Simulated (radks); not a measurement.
The osmium anion Os- inside a hard spherical wall (all orbitals vanish at R), configuration held at [Xe] 4f14 5d7 6s2 and not refilled when levels cross. Method: scalar-relativistic Kohn-Sham, LDA (Slater exchange, Perdew-Wang correlation), spin-polarised, spherical densities, finite nucleus; open shells are filled with parallel spins first (spin-orbit coupling, left out, can overturn this in heavy ions); Fermi nuclear charge, rms radius 5.4126 fm; computed with a radial shooting solver on a logarithmic mesh with Libxc functionals. Eigenvalues in eV for spin up, with the zero of energy where the potential of the charges vanishes at infinity; a dash marks a level that is unbound or too diffuse for the functional's potential to be trusted. A positive occupied level is held by the wall or, in an anion where self-interaction has pushed it up, behind a barrier. The pressure on the wall is -dE/dV.

| R (bohr) | E (hartree) | kinetic (hartree) | e(4f) | e(5p) | e(6s) | e(5d) | e(7s, empty) | e(6p, empty) | pressure (GPa) |
|---|---|---|---|---|---|---|---|---|---|
| 20 | -17241.0266 | 19096.365 | -43.915 | -43.355 | -0.362 | 0.546 | 2.221 | 2.318 | 0.000204 |
| 15 | -17241.0264 | 19096.365 | -43.827 | -43.266 | -0.299 | 0.628 | 3.089 | 2.885 | 0.00110 |
| 12 | -17241.0256 | 19096.369 | -43.720 | -43.156 | -0.217 | 0.730 | 4.155 | 3.305 | 0.00941 |
| 10 | -17241.0231 | 19096.384 | -43.522 | -42.955 | -0.061 | 0.918 | 5.609 | 3.777 | 0.0562 |
| 7 | -17240.9907 | 19096.555 | -42.282 | -41.724 | 0.956 | 2.041 | 12.003 | 5.779 | 1.50 |
| 6 | -17240.9365 | 19096.810 | -40.973 | -40.455 | 2.090 | 3.178 | 17.721 | 7.648 | 5.65 |
| 4 | -17240.2307 | 19099.622 | -32.110 | -32.332 | 11.315 | 10.685 | 54.512 | 21.093 | 145 |
| 3 | -17237.8626 | 19108.176 | -16.859 | -19.442 | 33.516 | 24.517 | 125.08 | 50.931 | 1270 |
